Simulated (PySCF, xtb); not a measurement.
KI, SMILES [I][K].

Harmonic wavenumbers (cm⁻¹) from xtb with GFN2-xTB at its own minimum, in rising order: 170.

### Question
What does PBE0-D3(BJ)/def2-TZVPD (PySCF) give at its own minimum? (An estimate is asked for; the answer gives what the named calculation found.)

### Answer
182. Paired by order, the mean absolute difference is 12 cm⁻¹ and the zero-point energies are 0.2 and 0.3 kcal/mol.
